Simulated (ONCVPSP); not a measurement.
## What one change does to a pseudopotential (Zn, ONCV)

zinc (Zn), optimised norm-conserving Vanderbilt (ONCV), made with ONCVPSP 4.0.1 (PBEsol, scalar-relativistic). Core [Ne], reference 3s2 3p6 3d10 4s2. Waves: 3s+4s: rc 1.35 bohr, ncon 4, nbas 8, qcut 7.6 1/bohr, 2 projectors; 3p: rc 1.00 bohr, ncon 4, nbas 7, qcut 13.4 1/bohr, 1 projector; 3d: rc 1.20 bohr, ncon 4, nbas 8, qcut 15.1 1/bohr, 2 projectors, debl 3.5 Ha. Local part: polynomial inside 0.85 bohr (lpopt 5, dvloc0 0 Ha). Core correction: Teter function, fcfact 2, rcfact 1.25.

Change: local potential polynomial inside 0.85 bohr (lpopt 5, dvloc0 -2.5 Ha).

Cutoffs: the cutoffs (Ha) at which the residual kinetic energy of the hardest occupied pseudo-wave falls to 1 and 0.1 mHa per electron; they do not see the model core or the augmentation charge, which bear on the density cutoff. Errors are all-electron minus pseudo energies relative to the spin-unpolarised reference configuration.

**Question.** What does the change do?

**Answer.** The potential gets neither clearly harder nor softer (80 Ha and 91 Ha → 80 Ha and 91 Ha); the errors of the 4 common tests hardly move; the range in which the p phases agree narrows (upper end at the end of the scan → 3.7); neither file shows a bound ghost.

```tsv
quantity	base	changed
cutoff, loose	80 Ha	80 Ha
cutoff, tight	91 Ha	91 Ha
bound ghosts	none	none
GHOST(+) flags under 300 eV	none	none
error for 3s2 3p6 3d10 4s1, meV [ΔE 9.90 eV]	-0.2	-0.2
error for 3s2 3p6 3d10 4s0, meV [ΔE 28.25 eV]	+1.3	+1.3
error for 3s2 3p6 3d9 4s0, meV [ΔE 68.76 eV]	-6.0	-5.2
error for 3s1 3p6 3d10 4s2, meV [ΔE 137.75 eV]	-405	-400
s: phases at 1.37 bohr within 0.05 rad from the reference energy up to (Ha; the scan ends near 5)	to the end of the scan	to the end of the scan
p: phases at 1.02 bohr within 0.05 rad from the reference energy up to (Ha; the scan ends near 5)	to the end of the scan	3.7
d: phases at 1.22 bohr within 0.05 rad from the reference energy up to (Ha; the scan ends near 5)	to the end of the scan	to the end of the scan
rms error of d²Exc/dni dnj with the model core, mHa	1.23	1.23
```
